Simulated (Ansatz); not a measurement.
Reaction (ligand exchange at the Se–B bond): `NB[SeH]` + PH₃ → `P[SeH]` + `BN`

Calculated with Ansatz (gas phase, PBE0-D4/def2-TZVP geometries, no zero-point term in ΔE). CCSD(T)/CBS is the MP2 limit (def2-TZVPP, def2-QZVPP) plus CCSD(T) − MP2 in def2-TZVPP, frozen cores. This one scheme is used for every species. For Se outer-core shells are correlated without core-valence functions, which leaves a few kJ/mol of doubt a bond. Scalar relativity is left out up to krypton. One conformer a species, not always the lowest.

| level | ΔE (kJ/mol) |
| --- | --- |
| HF/CBS(def2) | 40.6 |
| MP2/CBS(def2) | 46.1 |

Problem. What does CCSD(T)/CBS give? (An estimate is asked.)

Solution. The calculation gave: +45.8 kJ/mol. The listed levels differ from it by -5.2, 0.3 kJ/mol.

Largest T1 diagnostic among the species: 0.013.

Leaving LDA and LC-ωPBE aside and taking each functional with its dispersion term where it has one, the values, not all of them listed here, spread over 9.4 kJ/mol, from BLYP-D4 to PBE-QIDH. LDA lies +8.6 kJ/mol from PBE without D4. At CCSD(T), def2-SVP lies +13.7 kJ/mol from the extrapolated value and def2-TZVPP +4.1 kJ/mol. In def2-TZVPP, CCSD(T) changes the Hartree–Fock value by +8.0 kJ/mol (the triples alone add +0.3 kJ/mol) and MP2 by +8.3 kJ/mol.
